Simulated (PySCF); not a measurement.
# State search for MgTe⁺

Unrestricted PBE0; Mg cc-pVDZ, Te cc-pVDZ-PP with ECP28; scalar-relativistic core potentials (PySCF 2.14). Outer shells of the fragments: Mg+ 3s1; Te 4d10 5s2 5p4.

Followed along the bond (rough minima from three points):

```tsv
2Ms+1	unpaired	⟨S²⟩ at the start	R at minimum (Å)	Te (eV)
2	π ↑	0.77	2.59	0.00
4	σ ↑, π ↑↑	3.75	3.06	0.58
2	σ ↓, π ↑↑	1.75	3.05	0.71
2	σ ↑, π ↑↓	1.76	3.05	1.02
```

Solutions found at the starting distance of 2.775 Å, counted from the lowest of them; the search is not exhaustive and high or unbound solutions are not listed, so other states can lie among these:

```csv
2Ms+1,unpaired,term,E (eV),⟨S²⟩,⟨Lz²⟩,μ (D)
2,π ↑,²Π,0.00,0.77,1.01,-11.30
4,"σ ↑, π ↑↑",⁴Σ⁻,0.59,3.75,0.00,-4.90
2,"σ ↓, π ↑↑",mixed,0.70,1.75,0.00,-4.92
2,"σ ↑, π ↑↓",mixed,1.02,1.76,2.01,-4.92
4,"σ ↑↑, π ↑",⁴Π,1.97,3.75,1.01,-6.06
2,σ ↑,mixed,2.11,0.75,2.00,-4.88
4,π ↑↑↑,⁴Π,3.47,3.75,1.00,-5.52
4,"σ ↑, π ↑↑",mixed,4.87,3.75,2.01,-6.74
4,"σ ↑, π ↑↑",mixed,5.03,3.75,2.00,-6.71
2,π ↑,²Π,6.33,0.75,1.00,2.14
```

A term symbol is given only where ⟨S²⟩ and ⟨Lz²⟩ are close to those of a pure state; real π, δ and φ orbitals otherwise mix terms. A positive dipole points towards Te; it is taken about the centre of mass and depends on that origin.

Spin–orbit coupling is left out. Counting both spins, an empty level lies below a filled one in some of these solutions, because spin and occupation are held.
